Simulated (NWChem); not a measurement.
# Correlation energy of trisilane (H$_{8}$Si$_{3}$)

```
Si
H 1 1.4957
H 1 1.4957 2 107.87
Si 1 2.3589 2 109.28 3 -118.69
H 4 1.4930 1 110.81 2 58.64
H 4 1.4932 5 108.71 1 -121.02
H 4 1.4932 5 108.70 6 -117.95
Si 1 2.3589 2 109.27 3 118.69
H 8 1.4930 1 110.81 2 -59.17
H 8 1.4932 9 108.71 1 -121.02
H 8 1.4932 9 108.70 10 -117.95
```
Charge 0, spin multiplicity 1.

The numbers come from NWChem runs, not from measurements. The geometry was optimised at B3LYP/def2-SVP, a minimum by its harmonic frequencies.

Basis set: cc-pVDZ. Each correlation energy counts from its own Hartree-Fock reference.

The correlated methods keep 15 core orbitals frozen. Coupled-cluster values serve here as a point of comparison, not as the truth.

### Question
For the correlation energy, CR-CCSD(T) gives -393.2 mHa and CCSD(T) gives -395.6 mHa. What do CCSD+T(CCSD), RI-MP2, CCSD give?

### Answer
CCSD+T(CCSD): -395.8 mHa; RI-MP2: -313.4 mHa; CCSD: -385.7 mHa.
